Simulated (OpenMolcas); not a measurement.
**How methods differ on GeSiH4O (SMILES [SiH3][O][GeH])**

The species is GeSiH4O (7 atoms), meant as a singlet with charge 0. SMILES: `[SiH3][O][GeH]`. The coordinates come from a PBE0-D4/def2-TZVP relaxation. This is one conformer, not always the lowest.

Quantity: the HOMO–LUMO gap, in eV. The values are calculated.

```json
{"level": "SVWN5/def2-SVP", "kind": "LDA", "program": "OpenMolcas", "value (eV)": "2.25", "CPU time": "18 s"}
{"level": "PBE/def2-SVP", "kind": "GGA", "program": "OpenMolcas", "value (eV)": "2.37", "CPU time": "23 s"}
{"level": "TPSS/def2-SVP", "kind": "meta-GGA", "program": "OpenMolcas", "value (eV)": "2.58", "CPU time": "33 s"}
{"level": "B3LYP/def2-SVP", "kind": "global hybrid", "program": "OpenMolcas", "value (eV)": "3.91", "CPU time": "23 s"}
{"level": "BHLYP/def2-SVP", "kind": "global hybrid", "program": "OpenMolcas", "value (eV)": "6.21", "CPU time": "22 s"}
{"level": "M06-2X/def2-SVP", "kind": "hybrid meta-GGA", "program": "OpenMolcas", "value (eV)": "6.34", "CPU time": "26 s"}
{"level": "PBE0/def2-SVP", "kind": "global hybrid", "program": "OpenMolcas", "value (eV)": "4.31", "CPU time": "22 s"}
{"level": "B2PLYP/def2-SVP", "kind": "double hybrid", "program": "OpenMolcas", "value (eV)": "6.43", "CPU time": "16 s"}
```

All-electron rows without a relativistic Hamiltonian named are non-relativistic. The values span 2.25 to 6.43 eV. Orbital gaps aren't excitation energies, and those of double hybrids come from the SCF part alone; they tend to grow with the share of exact exchange. Times are those of the runs behind each value, whatever else they computed, on shared processors of several kinds: orders of magnitude only.
